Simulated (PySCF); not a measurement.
SCF from a fresh guess for doublet IrS₃, at the B3LYP minimum. PySCF input:

```python
from pyscf import gto, scf, dft
mol = gto.M(atom='''
Ir    -0.000000     0.000000     0.022600
S     -1.782100    -0.000000    -1.127290
S      1.782100    -0.000000    -1.127290
S      0.000000    -0.000000     2.118210''',
    basis={'Ir': 'def2-SVP', 'S': 'def2-SVP'},
    ecp={'Ir': 'def2-SVP'},
    charge=0, spin=1)
mf = dft.UKS(mol, xc='PBE')
mf.grids.atom_grid = (50, 194)
aux = {'Ir': 'def2-universal-JKFIT', 'S': 'def2-universal-JKFIT'}
mf = mf.density_fit(auxbasis=aux)
mf.conv_tol = 1e-08
mf.diis_space = 10
mf.max_cycle = 60
mf.init_guess = 'minao'
mf.verbose = 4
mf.kernel()
```

Excerpt of the output (cycles alone):

```
init E= -1286.53729163575
cycle= 1 E= -1297.33735462431  delta_E= -10.8  |g|= 1.26  |ddm|= 5.94
cycle= 2 E= -1287.20837578511  delta_E= 10.1  |g|= 3.35  |ddm|= 9.66
cycle= 3 E= -1297.7245472143  delta_E= -10.5  |g|= 0.873  |ddm|= 9.52
cycle= 4 E= -1295.34086478701  delta_E= 2.38  |g|= 1.78  |ddm|=  2.5
cycle= 5 E= -1298.03190263653  delta_E= -2.69  |g|= 0.419  |ddm|= 1.93
cycle= 6 E= -1298.07590128444  delta_E= -0.044  |g|= 0.349  |ddm|= 1.44
cycle= 7 E= -1298.069197495  delta_E= 0.0067  |g|= 0.373  |ddm|= 1.41
cycle= 8 E= -1298.08206683214  delta_E= -0.0129  |g|= 0.345  |ddm|= 0.0472
cycle= 9 E= -1298.14563853909  delta_E= -0.0636  |g|= 0.179  |ddm|= 0.212
cycle= 10 E= -1298.16854453432  delta_E= -0.0229  |g|= 0.0263  |ddm|= 0.219
cycle= 11 E= -1298.16881088398  delta_E= -0.000266  |g|= 0.0148  |ddm|= 0.0309
cycle= 12 E= -1298.16879732163  delta_E= 1.36e-05  |g|= 0.0148  |ddm|= 0.035
cycle= 13 E= -1298.16845697216  delta_E= 0.00034  |g|= 0.0246  |ddm|= 0.0821
cycle= 14 E= -1298.16895108019  delta_E= -0.000494  |g|= 0.00287  |ddm|= 0.0714
cycle= 15 E= -1298.16895773123  delta_E= -6.65e-06  |g|= 0.000378  |ddm|= 0.00497
cycle= 16 E= -1298.16895783383  delta_E= -1.03e-07  |g|= 0.000103  |ddm|= 0.000562
cycle= 17 E= -1298.16895784385  delta_E= -1e-08  |g|= 1.98e-05  |ddm|= 0.000275
cycle= 18 E= -1298.16895784484  delta_E= -9.9e-10  |g|= 1.16e-05  |ddm|= 0.000109
Extra cycle  E= -1298.16895784356  delta_E= 1.28e-09  |g|= 4.75e-05  |ddm|= 8.74e-05
converged SCF energy = -1298.16895784356  <S^2> = 0.79664007  2S+1 = 2.0461086
```

No lower solution of this spin was found from smeared starts or by a stability analysis within the unrestricted form.

Other spin states or occupations of the open shell can lie lower. With an element this heavy the missing spin–orbit coupling can shift these numbers.

The search for the lowest solution, 3 starts and the stability check together, took 13 s on 4 threads of a shared Arm Neoverse V2 host, with 86 basis functions; the process peaked at 0.41 GiB.
